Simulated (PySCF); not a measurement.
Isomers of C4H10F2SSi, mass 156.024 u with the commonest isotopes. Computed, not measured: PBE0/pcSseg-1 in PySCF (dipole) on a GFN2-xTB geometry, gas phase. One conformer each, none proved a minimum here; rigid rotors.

Question: Order these by rotational constant C, smallest first.
A. `[CH3:1][S:2][C:3]([F:4])([F:5])[SiH:6]([CH3:7])[CH3:8]` with C1–S2–C3–F4 -57°, S2–C3–Si6–C7 -60°
B. `[CH3:1][C:2]([CH3:3])([SiH3:4])[S:5][CH:6]([F:7])[F:8]` with C1–C2–S5–C6 -44°, C2–S5–C6–F7 -49°
C. `[CH3:1][C@H:2]([CH2:3][CH:4]([F:5])[F:6])[S:7][SiH3:8]` with C1–C2–C3–C4 174°, C2–C3–C4–F5 -65°, C1–C2–S7–Si8 -87°
D. `[CH3:1][SiH2:2][S:3][C@H:4]([CH3:5])[CH:6]([F:7])[F:8]` with C1–Si2–S3–C4 69°, Si2–S3–C4–C5 -142°, S3–C4–C6–F7 -66°

Answer: C (642.0 MHz), D (736.3 MHz), A (815.7 MHz), B (847.0 MHz).

Question: Order these by rotational constant A, largest first.
A. `[CH3:1][S:2][C:3]([F:4])([F:5])[SiH:6]([CH3:7])[CH3:8]` with C1–S2–C3–F4 -57°, S2–C3–Si6–C7 -60°
B. `[CH3:1][C:2]([CH3:3])([SiH3:4])[S:5][CH:6]([F:7])[F:8]` with C1–C2–S5–C6 -44°, C2–S5–C6–F7 -49°
C. `[CH3:1][S:2][Si:3]([CH3:4])([CH3:5])[CH:6]([F:7])[F:8]` with C1–S2–Si3–C4 54°, S2–Si3–C6–F7 75°
D. `[CH3:1][SiH2:2][S:3][C@H:4]([CH3:5])[CH:6]([F:7])[F:8]` with C1–Si2–S3–C4 69°, Si2–S3–C4–C5 -142°, S3–C4–C6–F7 -66°
E. `[CH3:1][C@H:2]([CH2:3][CH:4]([F:5])[F:6])[S:7][SiH3:8]` with C1–C2–C3–C4 174°, C2–C3–C4–F5 -65°, C1–C2–S7–Si8 -87°

Answer: B (2408 MHz), A (2224 MHz), E (2168 MHz), D (2069 MHz), C (1607 MHz).

Question: Order these by dipole moment, largest first.
A. `[CH3:1][S:2][C:3]([F:4])([F:5])[SiH:6]([CH3:7])[CH3:8]` with C1–S2–C3–F4 -57°, S2–C3–Si6–C7 -60°
B. `[CH3:1][C@H:2]([CH2:3][CH:4]([F:5])[F:6])[S:7][SiH3:8]` with C1–C2–C3–C4 174°, C2–C3–C4–F5 -65°, C1–C2–S7–Si8 -87°
C. `[CH3:1][SiH2:2][S:3][C@H:4]([CH3:5])[CH:6]([F:7])[F:8]` with C1–Si2–S3–C4 69°, Si2–S3–C4–C5 -142°, S3–C4–C6–F7 -66°

Answer: B (2.55 D), C (1.97 D), A (1.00 D).

| SMILES | point group | Ia (u·Å²) | Ib (u·Å²) | Ic (u·Å²) | κ | μa (D) | μb (D) | μc (D) |
| --- | --- | --- | --- | --- | --- | --- | --- | --- |
| CSC(F)(F)[SiH](C)C | C1 | 227.23 | 524.32 | 619.57 | -0.79 | 0.81 | 0.55 | 0.23 |
| CC(C)([SiH3])SC(F)F | C1 | 209.89 | 574.36 | 596.65 | -0.96 | 0.78 | 0.44 | 0.06 |
| C[SiH2]S[C@H](C)C(F)F | C1 | 244.28 | 612.48 | 686.38 | -0.87 | 1.23 | 1.09 | 1.09 |
| CS[Si](C)(C)C(F)F | C1 | 314.39 | 470.30 | 589.02 | -0.42 | 0.66 | 0.56 | 0.61 |
| C[C@H](CC(F)F)S[SiH3] | C1 | 233.09 | 701.45 | 787.15 | -0.90 | 2.12 | 1.14 | 0.84 |
